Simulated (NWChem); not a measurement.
Species: BHSeClF; SMILES FB(Cl)[SeH]

```xyz
5

B     -0.4287    -0.5932     0.0000
Cl     0.7136    -1.9222     0.0000
F     -1.7188    -0.8630     0.0000
Se     0.2254     1.2272     0.0000
H     -1.1227     1.8151     0.0000
```
Atoms are numbered in this order, from 1.

Program: NWChem. Pople sets run with spherical d functions. STO-3G and 3-21G are far too small for this property and stand as cheap habits. All runs use the structure optimised with PBE0/def2-SVP. GIAO values for the isolated, static molecule; σ is the absolute isotropic shielding, δ = σ(reference) − σ with the isolated reference molecule computed at the same levels (11B: boron trifluoride, 19F: trichlorofluoromethane, 1H: tetramethylsilane). Spin-orbit effects, on the heavy nuclei and on their neighbours, are missing.

```
level                                 δ B1 (ppm)  σ Cl2 (ppm)  δ F3 (ppm)  σ Se4 (ppm)  δ H5 (ppm)  relative time
------------------------------------  ----------  -----------  ----------  -----------  ----------  -------------
B3LYP/6-31G*                                38.6        774.8         0.0       1954.5        2.08              8
Hartree-Fock/STO-3G                         40.5       1052.1        77.8       2665.3        0.88              1
Hartree-Fock/6-31G*                         40.4        852.2        14.5       2124.7        2.25              9
LDA (Slater exchange, VWN5)/pcSseg-1        36.7        702.3       -10.5       1805.1        2.86              5
```

The last column is a rough cost ratio, cheapest run = 1.
